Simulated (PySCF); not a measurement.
Sn(H)(F)2(vinyl) (C2H4F2Sn), SMILES C=[CH][SnH]([F])[F].

Geometry optimised at PBE0-D3(BJ)/def2-SVP. The structure was generated by enumeration; whether it is a known compound was not checked. The def2 effective core potentials stand for the cores of Sn; spin–orbit coupling is left out. Other conformers were not sampled.

Level of theory: PBE/def2-TZVP (PySCF).

Gas-phase values at a fixed geometry.

```json
{
  "total_energy": "-492.45587 hartree",
  "point_group": "Cs",
  "highest_occupied_level": "-7.75 eV",
  "lowest_empty_level": "-2.38 eV",
  "orbital_gap": "5.38 eV",
  "dipole_moment": "4.25 D",
  "quadrupole, principal values (traceless, Buckingham form, about the centre of nuclear charge)": "-9.18, 1.02, 8.16 D·Å",
  "mean_static_polarisability": "60.2 bohr³ (8.92 Å³)",
  "polarisability_principal_values": "46.0, 57.4, 77.2 bohr³"
}
```
